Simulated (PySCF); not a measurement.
**O⁺: excitation energy**

O⁺ [He] 2s2 2p3 (4S) → O⁺ [He] 2s2 2p2 3s1 (4P), as a difference of total energies. Calculation: PySCF 2.14, in aug-cc-pwCVTZ; the non-relativistic Hamiltonian (point nucleus). Correlated levels: valence and next inner shell: nothing frozen. The calculations carry no spin-orbit coupling.

```
                                method  excitation energy (eV)
                                   UHF                  22.758
    MP2 (valence and next inner shell)                  23.172
SCS-MP2 (valence and next inner shell)                  22.949
   CCSD (valence and next inner shell)                  22.979
CCSD(T) (valence and next inner shell)                  22.959
```

**Question.** How much does correlation contribute at CCSD(T) (valence and next inner shell)?

**Answer.** 22.959 − (22.758) = 0.201 eV, measured against UHF.

Errors of the correlated levels include the incompleteness of this basis.

For comparison: 22.987 eV (measured; NIST levels, between the centres of gravity of the two terms).
